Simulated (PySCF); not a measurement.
SMILES C(CCC)[Si](Cl)(Cl)Cl (C4H9Cl3Si), GFN2-xTB optimised geometry.

```
17

C      2.04    -2.15     0.00
C      1.48    -0.73     0.00
C     -0.04    -0.73     0.00
C     -0.61     0.69     0.00
Si    -2.51     0.76     0.01
Cl    -3.25    -0.13    -1.65
Cl    -3.13     2.69     0.05
Cl    -3.24    -0.19     1.63
H      1.71    -2.69     0.88
H      3.13    -2.13     0.00
H      1.71    -2.69    -0.88
H      1.84    -0.20     0.88
H      1.84    -0.20    -0.88
H     -0.40    -1.27    -0.88
H     -0.40    -1.27     0.88
H     -0.22     1.22    -0.88
H     -0.22     1.22     0.87
```

Density from CAM-B3LYP/def2-SVP (PySCF 2.14.0) at that geometry.

Minimum of the electron density along straight lines between bonded atoms, close to the bond critical point (lines longer than 1.1 times the sum of covalent radii, or with two minima, are not listed):

```csv
bond,length / Å,ρ at the minimum / e bohr⁻³,∇²ρ there / e bohr⁻⁵,position (fraction from the first atom)
C1–C2,1.524,0.246,-0.58,0.50
C2–C3,1.527,0.247,-0.57,0.50
C3–C4,1.532,0.240,-0.54,0.49
C4–Si5,1.906,___,0.26,0.62
Si5–Cl6,2.022,0.099,0.32,0.37
Si5–Cl7,2.025,0.099,0.31,0.37
Si5–Cl8,2.022,0.099,0.32,0.37
C1–H9,1.088,0.277,-1.02,0.63
C1–H10,1.087,0.277,-1.02,0.63
C1–H11,1.088,0.277,-1.02,0.63
C2–H12,1.092,0.276,-1.01,0.62
C2–H13,1.092,0.276,-1.01,0.62
C3–H14,1.092,0.278,-1.02,0.63
C3–H15,1.092,0.278,-1.02,0.63
C4–H16,1.092,0.272,-0.98,0.63
C4–H17,1.092,0.272,-0.98,0.63
```

Problem. Complete the blanks.

Solution. 
- C4–Si5, ρ at the minimum / e bohr⁻³: 0.119
